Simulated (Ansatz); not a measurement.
A calculation with Ansatz (development build ahead of 0.2.0).

```yaml
crystal:
  periodic: [false, false, false]
  atoms:
    - { symbol: Si, position_ang: [0.0, 0.0, 0.0] }
    - { symbol: F, position_ang: [0.98908, 0.98908, 0.98908] }
    - { symbol: F, position_ang: [0.98908, -0.98908, -0.98908] }
    - { symbol: F, position_ang: [-0.98908, 0.98908, -0.98908] }
    - { symbol: F, position_ang: [-0.98908, -0.98908, 0.98908] }
basis:
  gaussian: { orbitals: cc-pVDZ }
hamiltonian:
  xc: hf
```

The input is written out in the form of the current development build from the run's settings.

Output:

| Property | Result |
| --- | --- |
| Converged | yes |
| Total energy | -686.89616 hartree |
| Spin squared of the determinant | 0.000 |
